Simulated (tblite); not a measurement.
Compound: C5H5OP.
Structure used (GFN2-xTB), in Å, numbered top down from 1:
```xyz
12
C5H5OP angstrom
O      2.190   -0.501    0.056
C      0.868   -0.178    0.020
C     -0.113   -1.163    0.055
C     -1.463   -0.889    0.021
P     -2.175    0.689   -0.070
C     -0.732    1.654   -0.097
C      0.556    1.178   -0.054
H      2.296   -1.460    0.105
H      0.207   -2.199    0.113
H     -2.149   -1.726    0.053
H     -0.873    2.726   -0.153
H      1.389    1.867   -0.077
```

Calculated harmonic vibrations of the isolated species, GFN2-xTB (tblite), most abundant isotopes, no scaling. Errors from tens to a few hundred cm⁻¹ against measured bands are possible. One conformer, not necessarily the lowest.

Harmonic wavenumbers (cm⁻¹): 159.1, 316.6, 368.5, 392.5, 392.6, 439.2, 546.2, 573.9, 726.1, 768.6, 816.3, 819.4, 829.4, 894.6, 910.8, 957.6, 1138.6, 1160.8, 1196.2, 1248.5, 1292.1, 1379.3, 1399.9, 1509.5, 1571.5, 3011.8, 3044.6, 3047.1, 3074.5, 3511.2.

A = 5138, B = 1810, C = 1339 MHz; mass 112.008 u (most abundant isotopes); point group Cs, symmetry number 1.

**Question.** What is the zero-point energy?

**Answer.** Half the sum of the wavenumbers: 18748 cm⁻¹ = 53.60 kcal/mol.

**Question.** Give the ideal-gas entropy at 298.15 K and 1 bar in the rigid-rotor, harmonic-oscillator model (classical rotation).

**Answer.** Translation 40.08, rotation 27.65, vibration 10.57: S = 78.3 cal/(mol K).

**Question.** And Cp and H(298.15 K) − H(0)?

**Answer.** Cp = 25.73 cal/(mol K), of which vibrations give 17.78 (their classical limit is 30 R = 59.6); H(298.15 K) − H(0) = 4.45 kcal/mol without the zero-point energy, 2.08 from vibrations.

**Question.** What must be added to the electronic energy to get the Gibbs energy at 298.15 K and 1 bar?

**Answer.** ZPE + [H(298.15 K) − H(0)] − T·S = 53.60 + 4.45 − 23.34 = 34.71 kcal/mol.

**Question.** How do the functions run with temperature in this model?

**Answer.** 
```
T (K)  S (cal/(mol K))  Cp (cal/(mol K))  H − H(0) (kcal/mol)  G − H(0) (kcal/mol)  ln q(vib)
  150             65.0              14.2                 1.49                -8.27       0.40
  250             74.1              22.0                 3.30               -15.23       1.28
  400             86.9              32.8                 7.44               -27.31       3.10
  600            102.2              42.6                15.06               -46.26       5.92
  900            121.3              51.2                29.26               -79.88      10.16
```

q(vib) and H(0) count from the zero-point level.

**Question.** Which modes carry the vibrational entropy at 298.15 K?

**Answer.** 159.1 cm⁻¹: 2.56; 316.6 cm⁻¹: 1.33; 368.5 cm⁻¹: 1.09; 392.5 cm⁻¹: 0.99; 392.6 cm⁻¹: 0.99; 439.2 cm⁻¹: 0.83 cal/(mol K); the other 24 give 2.78 together.

Hindered rotation and anharmonicity are outside this model. Other conformers, if any are populated, would add a mixing term that is left out.

On one thread of an Arm Neoverse V1, shared host with 64 logical CPUs at a one-minute load of 26, this took 0.3 s of wall time. This covers the Hessian and the dipole derivatives.
